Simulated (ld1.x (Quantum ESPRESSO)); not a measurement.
Transferability test, TM potential for argon (Ar)

ld1.x (Quantum ESPRESSO) 7.5 input, shortened:

```
&input
   title='Ar', zed=18., rel=0, dft='PBESOL', iswitch=3,
   config='[Ne] 3s2 3p6'
 /
 &inputp
   pseudotype=2, tm=.true., lloc=0,
   nlcc=.true., new_core_ps=.true., rcore=1.05
 /
2
3P  2  1   6.00   0.00  1.30  1.30  0.0
3S  1  0   2.00   0.00  1.05  1.05  0.0
 &test
   configts(1)='3s2 3p6'
 /
```

Energies are relative to the spin-unpolarised reference configuration 3s2 3p6; without spin polarisation the order of configurations can differ from experiment. The frozen-core shift is the all-electron ΔE with the core orbitals held at their reference shape minus the fully relaxed ΔE.

Q: Give the all-electron excitation energy and the error of the potential for: 3s2 3p5; 3s2 3p4; 3s2 3p3; 3s1 3p6; 3s2 3p2; 3s2 3p5.5.

A:

| valence configuration | charge | ΔE all-electron (eV) | error AE − PS (meV) | frozen-core shift (meV) |
| --- | --- | --- | --- | --- |
| 3s2 3p5 | +1 | 16.030 | +4.6 | +0.8 |
| 3s2 3p4 | +2 | 44.646 | +28 | +6.9 |
| 3s2 3p3 | +3 | 87.171 | +90 | +28 |
| 3s1 3p6 | +1 | 30.338 | +5.4 | +1.2 |
| 3s2 3p2 | +4 | 144.735 | +217 | +80 |
| 3s2 3p5.5 | +0.5 | 6.535 | +0.9 | +0.1 |

Levels in the configuration 3s1 3p6:

```csv
level,all-electron (eV),pseudo (eV)
3s,-36.957,-36.945
3p,-22.614,-22.603
```
